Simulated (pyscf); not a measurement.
Elementary routes open to C₄H₇ (SMILES [CH2]C1CC1) [doublet] in the gas phase (doublet surface):
A. C₄H₇ (SMILES C[C]1CC1) [doublet] (C–H broken; C–H formed)
B. •H₂C–CH₂–CH=CH₂ (SMILES [CH2]CC=C) (C–C broken; none formed)

Optimised with ωB97X-D3(BJ)/def2-SVP in PySCF.

Rank the routes by free-energy barrier at 600 K, lowest first, for ωB97M-D3(BJ)/def2-TZVP energies (ideal gas, 1 atm, RRHO with modes under 100 cm⁻¹ raised to 100, one conformer, R ln 2 for chiral ones without a mode under 150 cm⁻¹).

B (9.3 kcal/mol), A (49.1 kcal/mol)

Route B is the fastest of these, ahead of the next by 39.8 kcal/mol. The most stable products are those of B (ΔG = -4.4 kcal/mol), so kinetics and thermodynamics agree. At 1200 K B is still the fastest. A: On the reactant side the descent ends in a point that may be a rotor saddle (no frequency run), 3.1 kcal/mol over the lowest minimum found and 48.3 kcal/mol under the saddle at ωB97X-D3(BJ)/def2-TZVP. On the product side the descent ends in a point that may be a rotor saddle (no frequency run), 1.4 kcal/mol over the lowest minimum found and 44.0 kcal/mol under the saddle at ωB97X-D3(BJ)/def2-TZVP. Only these routes are compared; each barrier is that of the saddle found, and lower ones may exist.
